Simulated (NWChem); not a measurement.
System: SiH$_{2}$O$_{2}$BrF; SMILES O[Si](O)(F)Br

Here is an NWChem input.

```
start job
memory heap 200 mb stack 900 mb global 1100 mb
geometry units angstroms noautoz
  O      1.543510     1.234728     0.485673
  Si     0.029813     0.783774     0.015323
  O     -0.290270     1.472434    -1.456283
  F     -1.099928     1.274337     1.082113
  Br    -0.049499    -1.424959    -0.002328
  H      1.791585     2.139380     0.222285
  H     -1.195406     1.364488    -1.797262
end
basis spherical
  O library sto-3g
  Si library sto-3g
  F library sto-3g
  Br library sto-3g
  H library sto-3g
end
dft
  xc pbe0
  iterations 150
  mulliken
end
task dft energy
```

NWChem printed, in part:

```
             Northwest Computational Chemistry Package (NWChem) 7.3.0
             --------------------------------------------------------

 C1  symmetry detected

                             Geometry "geometry" -> ""
                             -------------------------

 Output coordinates in angstroms (scale by  1.889725989 to convert to a.u.)

  No.       Tag          Charge          X              Y              Z
 ---- ---------------- ---------- -------------- -------------- --------------
    1 O                    8.0000     1.33482091     1.30375383     0.86796889
    2 Si                  14.0000     0.01519447     0.81434873     0.01068483
    3 O                    8.0000     0.08862104     1.49103775    -1.49896098
    4 F                    9.0000    -1.37165584     1.27967769     0.72840543
    5 Br                  35.0000    -0.00546204    -1.39570759    -0.00742091
    6 H                    1.0000     1.62388232     2.21355863     0.67301143
    7 H                    1.0000    -0.68806668     1.35989293    -2.07057921

 Effective nuclear repulsion energy (a.u.)     448.8372612973

                                 NWChem DFT Module
                                 -----------------

 Summary of "ao basis" -> "ao basis" (spherical)
 ------------------------------------------------------------------------------
       Tag                 Description            Shells   Functions and Types
 ---------------- ------------------------------  ------  ---------------------
 O                           sto-3g                  3        5   2s1p
 Si                          sto-3g                  5        9   3s2p
 F                           sto-3g                  3        5   2s1p
 Br                          sto-3g                  8       18   4s3p1d
 H                           sto-3g                  1        1   1s

            General Information
            -------------------
          SCF calculation type: DFT
          Wavefunction type:  closed shell.
          No. of atoms     :     7
          No. of electrons :    76
           Alpha electrons :    38
            Beta electrons :    38
          Charge           :     0
          Spin multiplicity:     1
          Use of symmetry is: off; symmetry adaption is: off
          Maximum number of iterations: 150
          AO basis - number of functions:    44
                     number of shells:    24
          Convergence on energy requested:  1.00D-06
          Convergence on density requested:  1.00D-05
          Convergence on gradient requested:  5.00D-04

              XC Information
              --------------
                         PBE0 Method XC Functional
                     Hartree-Fock (Exact) Exchange  0.250
          PerdewBurkeErnzerhof Exchange Functional  0.750
            Perdew 1991 LDA Correlation Functional  1.000 local
           PerdewBurkeErnz. Correlation Functional  1.000 non-local

             Grid Information
             ----------------
          Grid used for XC integration:  medium
          Radial quadrature: Mura-Knowles
          Angular quadrature: Lebedev.
          Tag              B.-S. Rad. Rad. Pts. Rad. Cut. Ang. Pts.
          ---              ---------- --------- --------- ---------
          O                   0.60       49           9.0       434
          Si                  1.10       88           7.0       590
          F                   0.50       49           8.0       434
          Br                  1.15      112          10.0       590
          H                   0.35       45          10.0       434
          Grid pruning is: on
          Number of quadrature shells:   437
          Spatial weights used:  Erf1

      Superposition of Atomic Density Guess
      -------------------------------------

 Sum of atomic energies:       -3076.58671868

      Non-variational initial energy
      ------------------------------

 Total energy =   -3076.641688
 1-e energy   =   -5204.666593
 2-e energy   =    1679.187644
 HOMO         =      -0.254566
 LUMO         =       0.280682

     ---------------------------------------------
      Total Density - Mulliken Population Analysis
     ---------------------------------------------

    Atom       Charge   Shell Charges
 -----------   ------   -------------------------------------------------------
    1 O    8     8.80   2.00  1.82  4.98
    2 Si  14    12.05   2.00  1.98  5.87  0.92  1.28
    3 O    8     8.81   2.00  1.82  4.99
    4 F    9     9.57   2.00  1.94  5.63
    5 Br  35    35.48   2.00  2.00  6.00  2.00  5.99  1.95  5.54 10.00
    6 H    1     0.64   0.64
    7 H    1     0.64   0.64

   convergence    iter        energy       DeltaE   RMS-Dens  Diis-err
 ---------------- ----- ----------------- --------- --------- ---------
 d= 0,ls=0.0,diis     1  -3079.4026458215 -3.53D+03  5.20D-02  1.01D+00
 d= 0,ls=0.0,diis     2  -3079.4723856191 -6.97D-02  2.48D-02  8.21D-01
 d= 0,ls=0.0,diis     3  -3079.6149936720 -1.43D-01  3.51D-03  4.08D-03
 d= 0,ls=0.0,diis     4  -3079.6157934560 -8.00D-04  1.14D-03  1.21D-03
 d= 0,ls=0.0,diis     5  -3079.6160440734 -2.51D-04  2.31D-04  3.99D-05
  Resetting Diis
 d= 0,ls=0.0,diis     6  -3079.6160524395 -8.37D-06  2.98D-05  7.97D-07
 d= 0,ls=0.0,diis     7  -3079.6160525985 -1.59D-07  1.03D-05  3.96D-08
 d= 0,ls=0.0,diis     8  -3079.6160525976  9.00D-10  5.46D-06  4.75D-08

         Total DFT energy =    -3079.616052597597
      One electron energy =    -5202.658985354843
           Coulomb energy =     1815.468786246800
    Exchange-Corr. energy =     -141.263114786856
 Nuclear repulsion energy =      448.837261297302

 Numeric. integr. density =       76.000002800845

                       DFT Final Molecular Orbital Analysis
                       ------------------------------------

 Vector   36  Occ=2.000000D+00  E=-1.959991D-01
              MO Center=  3.5D-01, -1.8D-02, -4.1D-02, r^2= 3.8D+00
   Bfn.  Coefficient  Atom+Function         Bfn.  Coefficient  Atom+Function
  ----- ------------  ---------------      ----- ------------  ---------------
    37      0.525826  5 Br pz                35      0.497073  5 Br px
     3      0.422747  1 O  px                17     -0.288039  3 O  px
    19      0.248305  3 O  pz                 5     -0.225282  1 O  pz
    18      0.216016  3 O  py                 4     -0.201009  1 O  py
    33     -0.160183  5 Br pz                31     -0.151599  5 Br px

 Vector   37  Occ=2.000000D+00  E=-1.891614D-01
              MO Center=  4.9D-01,  5.8D-02,  2.1D-01, r^2= 3.7D+00
   Bfn.  Coefficient  Atom+Function         Bfn.  Coefficient  Atom+Function
  ----- ------------  ---------------      ----- ------------  ---------------
    35      0.680436  5 Br px                 5      0.445548  1 O  pz
     3     -0.366193  1 O  px                18     -0.317428  3 O  py
     4      0.241258  1 O  py                31     -0.207326  5 Br px
    37      0.163402  5 Br pz                22     -0.138973  4 F  px
    24     -0.103358  4 F  pz                23     -0.096019  4 F  py

 Vector   38  Occ=2.000000D+00  E=-1.883818D-01
              MO Center= -1.1D-02, -4.1D-01, -4.3D-01, r^2= 3.4D+00
   Bfn.  Coefficient  Atom+Function         Bfn.  Coefficient  Atom+Function
  ----- ------------  ---------------      ----- ------------  ---------------
    37      0.725824  5 Br pz                18     -0.518838  3 O  py
    35     -0.381430  5 Br px                33     -0.221143  5 Br pz
    17      0.153397  3 O  px                36     -0.153375  5 Br py
    23      0.148988  4 F  py                19     -0.128645  3 O  pz
    31      0.116156  5 Br px                 5     -0.085821  1 O  pz

 Vector   39  Occ=0.000000D+00  E= 1.620142D-01
              MO Center=  6.0D-02,  2.1D-01, -2.5D-02, r^2= 2.7D+00
   Bfn.  Coefficient  Atom+Function         Bfn.  Coefficient  Atom+Function
  ----- ------------  ---------------      ----- ------------  ---------------
    11      0.946279  2 Si s                 36     -0.735660  5 Br py
    13     -0.432230  2 Si py                 2     -0.363605  1 O  s
    34     -0.329729  5 Br s                 18      0.276885  3 O  py
    16     -0.272758  3 O  s                 43      0.251167  6 H  s
    22     -0.248034  4 F  px                 5      0.230264  1 O  pz

 Vector   40  Occ=0.000000D+00  E= 2.822401D-01
              MO Center= -4.8D-02,  1.2D+00, -4.5D-01, r^2= 2.5D+00
   Bfn.  Coefficient  Atom+Function         Bfn.  Coefficient  Atom+Function
  ----- ------------  ---------------      ----- ------------  ---------------
    13      0.894438  2 Si py                16     -0.609388  3 O  s
    44      0.581279  7 H  s                 36      0.365937  5 Br py
    17      0.352241  3 O  px                 3      0.287800  1 O  px
    11      0.283380  2 Si s                  5      0.270979  1 O  pz
     9     -0.267299  2 Si py                 2     -0.243899  1 O  s

 Vector   41  Occ=0.000000D+00  E= 2.994613D-01
              MO Center=  2.9D-01,  1.1D+00,  4.4D-02, r^2= 2.6D+00
   Bfn.  Coefficient  Atom+Function         Bfn.  Coefficient  Atom+Function
  ----- ------------  ---------------      ----- ------------  ---------------
    14      0.914808  2 Si pz                 2     -0.585895  1 O  s
    43      0.539565  6 H  s                 16      0.428653  3 O  s
    18     -0.321382  3 O  py                 4     -0.296901  1 O  py
    10     -0.270253  2 Si pz                44     -0.250532  7 H  s
     3      0.243698  1 O  px                17     -0.239905  3 O  px

     ---------------------------------------------
      Total Density - Mulliken Population Analysis
     ---------------------------------------------

    Atom       Charge   Shell Charges
 -----------   ------   -------------------------------------------------------
    1 O    8     8.43   2.00  1.85  4.59
    2 Si  14    13.06   2.00  1.98  5.88  1.13  2.07
    3 O    8     8.44   2.00  1.84  4.60
    4 F    9     9.24   2.00  1.97  5.28
    5 Br  35    35.24   2.00  2.00  6.00  2.00  5.98  1.97  5.28 10.00
    6 H    1     0.80   0.80
    7 H    1     0.80   0.80

     -------------------------------------------
      Total Density - Lowdin Population Analysis
     -------------------------------------------

    Atom       Charge   Shell Charges
 -----------   ------   -------------------------------------------------------
    1 O    8     8.33   2.00  1.71  4.63
    2 Si  14    13.21   2.00  1.97  5.82  1.13  2.29
    3 O    8     8.34   2.00  1.71  4.64
    4 F    9     9.21   2.00  1.91  5.30
    5 Br  35    35.21   2.00  2.00  6.00  2.00  5.98  1.94  5.30 10.00
    6 H    1     0.85   0.85
    7 H    1     0.86   0.86

     Multipole analysis of the density
     ---------------------------------

     L   x y z        total         alpha         beta         nuclear
     -   - - -        -----         -----         ----         -------
     0   0 0 0     -0.000000    -38.000000    -38.000000     76.000000

     1   1 0 0     -0.253124     -0.126562     -0.126562      0.000000
     1   0 1 0      0.970027      0.485013      0.485013     -0.000000
     1   0 0 1     -0.429804     -0.214902     -0.214902     -0.000000

     2   2 0 0    -31.455607    -77.086666    -77.086666    122.717725
     2   1 1 0      0.817292     -3.663683     -3.663683      8.144657
     2   1 0 1      1.597568     -2.299353     -2.299353      6.196274
     2   0 2 0    -30.450489   -247.943200   -247.943200    465.435911
     2   0 1 1      0.051298      2.310575      2.310575     -4.569852
     2   0 0 2    -31.030915    -75.368228    -75.368228    119.705542
```

Level: PBE0/STO-3G. The geometry was optimised at PBE-D3(BJ)/def2-SVP.
